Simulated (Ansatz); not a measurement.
```xyz
6

C     0.896    2.138    1.080
C     0.462    1.115    0.599
Ge   -0.239   -0.505   -0.097
Cl    0.120   -0.510   -2.212
H    -1.751   -0.547    0.122
H     0.511   -1.691    0.508
```

Charge 0, multiplicity 2.

(1) List the ωB97M-V/def2-TZVPP orbital energies in eV (Ansatz). (An estimate is asked.)

Answers

(1) Computed: α occupied: -10867.99, -2771.92, -1363.78, -1211.52, -1211.50, -1211.48, -283.57, -282.17, -262.30, -199.79, -199.65, -199.64, -175.59, -124.89, -124.82, -124.77, -37.70, -37.66, -37.60, -37.54, -37.54, -25.72, -24.53, -19.44, -15.11, -13.57, -13.36, -13.27, -11.58, -11.56, -11.32, -11.13. α empty: 0.95, 1.72, 2.18, 2.83, 3.64, 4.58, 5.59, 6.22. β occupied: -10867.99, -2771.92, -1363.78, -1211.52, -1211.50, -1211.48, -283.04, -282.16, -262.30, -199.79, -199.64, -199.64, -175.59, -124.89, -124.82, -124.77, -37.70, -37.65, -37.60, -37.54, -37.53, -25.72, -23.94, -19.29, -14.56, -13.57, -13.30, -11.57, -11.41, -10.92, -10.81. β empty: -3.15, 1.23, 2.17, 2.22, 2.85, 3.85, 4.67, 5.96. ⟨S²⟩ = 0.776.
